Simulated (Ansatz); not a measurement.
Two isomers of CH4FNSSi: A = `N[Si]1(F)CS1`, B = `N[Si@@H]1S[C@@H]1F`.

Isolated molecules relaxed with PBE0-D4/def2-TZVP in Ansatz; ΔE leaves out vibrations. CCSD(T)/CBS adds triple-zeta CCSD(T) − MP2 to the extrapolated MP2 energy (def2 sets, frozen cores). Functionals use def2-TZVPP. B3LYP here is the variant with VWN-RPA as its local correlation; programs differ in this. One conformer a species, not always the lowest.

(1) Which isomer does CCSD(T)/CBS put lower? Give the gap. (Estimate.)

(2) Give E(B) − E(A) in kcal/mol with PBE-D4, ωB97M-V, HF/def2-TZVPP, r2SCAN-D4, B3LYP-D4, CCSD(T)/def2-TZVPP, MP2/def2-TZVPP. (Best estimate.)

Largest T1 diagnostic: 0.013.

Results:

(1) Computed: A, by 56.3 kcal/mol.

(2) Computed: PBE-D4 49.9, ωB97M-V 54.6, HF/def2-TZVPP 58.2, r2SCAN-D4 54.1, B3LYP-D4 53.6, CCSD(T)/def2-TZVPP 55.9, MP2/def2-TZVPP 58.1. None reverses the order clearly.

From PBE to PBE0 (25 % exact exchange), in def2-TZVPP and without D4, E(B) − E(A) moves by +3.0 kcal/mol.
